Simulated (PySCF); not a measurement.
**Basis and Hamiltonian dependence of the excitation energy of Pt**

Pt [Xe] 4f14 5d9 6s1 (3D) → Pt [Xe] 4f14 5d8 6s2 (3F). All values are computed (PySCF 2.14, energy differences of UHF-based or UKS calculations, no spin-orbit coupling). Values in eV.

```tsv
basis	Hamiltonian	functions	UHF	r2SCAN	PBE0	MP2 (valence)	CCSD(T) (valence)	CCSD(T) (valence and next inner shell)
def2-SVPD with the def2 core potential (60 electrons)	ECP	35	0.370	0.352	0.612	0.399	n/a	n/a
aug-cc-pVDZ-PP with ECP60MDF	ECP	54	0.294	0.313	0.592	0.494	0.332	n/a
def2-TZVPPD with the def2 core potential (60 electrons)	ECP	59	0.342	0.357	0.626	0.708	0.553	0.427
aug-cc-pwCVDZ-PP with ECP60MDF	ECP	70	0.277	0.297	0.575	0.516	0.344	0.157
ANO-RCC-VTZP	spin-free X2C	84	0.326	0.324	0.584	0.627	0.449	0.370
aug-cc-pVTZ-PP with ECP60MDF	ECP	88	0.290	0.307	0.579	0.595	0.434	n/a
def2-QZVPPD with the def2 core potential (60 electrons)	ECP	88	0.338	0.350	0.618	0.676	0.516	n/a
x2c-TZVPPall	spin-free X2C	97	0.326	0.326	0.589	0.623	0.445	0.362
aug-cc-pVTZ-PP with one added diffuse shell each of s, p, d, f, g type with ECP60MDF	ECP	113	0.290	0.306	0.578	0.592	n/a	n/a
x2c-TZVPPall with one added diffuse shell each of s, p, d, f type	spin-free X2C	113	0.326	0.328	0.590	0.627	0.460	n/a
aug-cc-pwCVTZ-PP with ECP60MDF	ECP	122	0.288	0.305	0.577	0.608	n/a	n/a
aug-cc-pVQZ-PP with ECP60MDF	ECP	135	0.285	0.303	0.574	0.641	n/a	n/a
```

Frozen in the all-electron rows: valence: [Xe] 4f14; valence and next inner shell: [Kr] 4d10 4f14; with a core potential, the same shells as far as they lie outside it.

Reference for a calculation without spin-orbit coupling: 0.397 eV (measured, between term centres; NIST).
